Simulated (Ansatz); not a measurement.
## BrFMgOSn: where a starting geometry ends

The starting geometry of this gas-phase singlet was optimised with GFN2-xTB.

```xyz
5

Br   -2.4902   -2.5250    0.8546
F    -0.0580   -0.6135    1.2405
Mg   -1.2903   -1.1780    2.4459
O    -2.4339    0.4034    2.3259
Sn   -2.2968    0.6517    0.4781
```

**Question.** Predict what becomes of its bonds when it is optimised with BLYP-D3(BJ)/def2-SVP.

**Answer.** A new bond forms, giving a structure with F2 bridging Mg3 and Sn5, given below by its coordinates. Contacts that close: F2–Sn5 (2.68 → 2.20 Å).

The energy falls by 1.19 eV over 13 steps:

| step | E − E(last) (eV) |
| --- | --- |
| 1 | 1.194 |
| 2 | 0.965 |
| 4 | 0.850 |
| 5 | 0.783 |
| 6 | 0.653 |
| 8 | 0.376 |
| 9 | 0.213 |
| 10 | 0.117 |
| 12 | 0.000 |
| 13 | 0.000 |

Final geometry (Å):

```csv
atom,x (Å),y (Å),z (Å)
Br,-2.2519,-3.6664,1.7395
F,-0.4551,-0.3275,0.7090
Mg,-1.9105,-1.3193,1.5788
O,-2.6411,0.4245,2.0551
Sn,-1.3106,1.6274,1.2626
```

No frequencies were run, so the end isn't proven a minimum. Atoms past krypton carry core potentials, without spin–orbit terms. Run with Ansatz 0.2.0, 22 s on 2 threads of Arm Neoverse V2, on a shared host.
